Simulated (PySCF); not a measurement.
# How methods differ on the excitation energy of Kr⁺

Kr⁺ [Ar] 3d10 4s2 4p5 (2P) → Kr⁺ [Ar] 3d10 4s2 4p4 4d1 (high-spin determinant), as a difference of total energies. Computed with PySCF 2.14 in aug-cc-pVQZ-PP with ECP10MDF (7s6p5d3f2g, 89 functions), with scalar relativity through the core potential. Correlated levels: valence: 3s2 3p6 3d10 frozen. The calculations carry no spin-orbit coupling.

| method | excitation energy (eV) |
| --- | --- |
| UHF | 14.274 |
| LDA | 14.836 |
| PBE | 14.459 |
| PBE0 | 14.607 |
| r2SCAN | 14.817 |
| TPSSh | 14.654 |
| CAM-B3LYP | 14.895 |
| B97-3 | 14.845 |
| revPBE | 14.395 |
| MP2 (valence) | 14.942 |
| SCS-MP2 (valence) | 15.077 |

Question: How much does correlation contribute at MP2 (valence)?

Answer: 14.942 − (14.274) = 0.668 eV, measured against UHF.

The promoted electron is Rydberg-like, and one or two diffuse shells describe it only roughly, which tends to raise the upper state.

The determinant of the upper state mixes LS terms, which raises its energy above the lowest term, most at the Hartree-Fock and MP2 levels.
